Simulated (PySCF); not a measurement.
## From PBE0 to CCSD(T): MPb along group 13

PBE0 and CCSD(T) in PySCF with def2-SVP on every atom (core potentials on In, Tl, Pb), for the lowest determinant that a PBE0 search found; no spin–orbit coupling.

| molecule | state (unpaired electrons) | PBE0 Re (Å) | PBE0 ωe (cm⁻¹) | PBE0 De (eV) | CCSD(T) Re (Å) | CCSD(T) ωe (cm⁻¹) | CCSD(T) De (eV) |
| --- | --- | --- | --- | --- | --- | --- | --- |
| BPb | quartet (σ ↑, π ↑↑) | 2.254 | 519 | 2.59 | ? | ? | ? |
| AlPb | quartet (σ ↑, π ↑↑) | 2.715 | 248 | 2.11 | 2.735 | 246 | 1.85 |
| GaPb | quartet (σ ↑, π ↑↑) | 2.722 | 166 | 2.05 | 2.745 | 165 | 1.79 |
| InPb | quartet (σ ↑, π ↑↑) | 2.907 | 129 | 1.92 | 2.932 | 129 | 1.70 |
| TlPb | quartet (σ ↑, π ↑↑) | 2.970 | 105 | 1.85 | 2.998 | 105 | 1.63 |

(1) Estimate the CCSD(T) values of BPb by adding the mean shift from PBE0 to CCSD(T) of the other rows, and compare with the calculation.

(2) What are the mean differences of PBE0 from CCSD(T) over the whole series?

In a basis of this size CCSD(T) is itself not converged; it tends to give bonds that are too long and too weak.

Correlated steps freeze the inner cores (5 to 13 orbitals); shallow outer-core shells are correlated. Correlated levels converge slowly with the basis: in double zeta they bind strong bonds too weakly, by up to about 1 eV, and carry superposition errors of some tenths. Spin–orbit coupling is left out, which matters for elements this heavy, above all for dissociation energies. States were picked by a PBE0 search and need not be the measured ground states.

Results:

(1) The mean shifts are +2.4 pm, -1 cm⁻¹ and -0.24 eV, which give 2.278 Å, 518 cm⁻¹ and 2.35 eV. CCSD(T)/def2-SVP gives Re = 2.280 Å, ωe = 497 cm⁻¹, De = 2.12 eV.

(2) Re -2.4 pm, ωe +5 cm⁻¹, De +0.29 eV.
